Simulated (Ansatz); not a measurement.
`C=C[SiH](F)Cl` + HCl → `C=C[SiH](Cl)Cl` + H–F at 298.15 K and 1 bar (ligand exchange at the Si–F bond).

Calculated with Ansatz (gas phase, PBE0-D4/def2-TZVP geometries, no zero-point term in ΔE). CBS: MP2 limit from def2 TZ/QZ plus the TZ coupled-cluster correction, frozen cores. This one scheme is used for every species. One conformer a species, not always the lowest.

```tsv
species	CCSD(T)/CBS energy (Eh)	H − E (kJ/mol)	S (J/(mol·K))
`C=C[SiH](F)Cl`	-927.26522	167.1	339.7
HCl	-460.38127	26.6	186.8
`C=C[SiH](Cl)Cl`	-1287.23514	164.8	351.7
H–F	-100.39570	33.5	173.6
```

H − E and S are ideal-gas, rigid-rotor, harmonic terms from PBE0-D4/def2-TZVP, for one conformer and one mirror image of each species. 1 Eh = 2625.50 kJ/mol, R = 8.31446 J/(mol·K).

Task: By hand: ΔE, ΔH, ΔS and ΔG.

Result: ΔE = (-1287.23514) + (-100.39570) − (-927.26522) − (-460.38127) = 0.01565 Eh = 41.1 kJ/mol. Δ(H − E) = 164.8 + 33.5 − 167.1 − 26.6 = 4.6, so ΔH = 45.7 kJ/mol. ΔS = 351.7 + 173.6 − 339.7 − 186.8 = -1.2 J/(mol·K). ΔG = 45.7 − 298.15 × (-1.2)/1000 = 46.1 kJ/mol.

Task: By hand: the equilibrium constant, and the temperature at which ΔG would vanish if ΔH and ΔS stayed fixed.

Result: log₁₀ K = −ΔG/(RT ln 10) = -8.1. ΔH and −TΔS have one sign here, so there is no such temperature. One of them is within its doubt of zero, so this could turn.

The number of gas molecules stays the same, so ΔS is small and ΔH decides. A doubt of 5 kJ/mol in ΔE shifts log₁₀ K by 0.9 here. Other conformers and mirror images would add mixing entropy, several J/(mol·K) or more a flexible species. These are equilibria of isolated gas molecules and say nothing of rates. Largest T1 diagnostic: 0.011 (customary marks: 0.02 for closed shells, 0.045 for open ones).
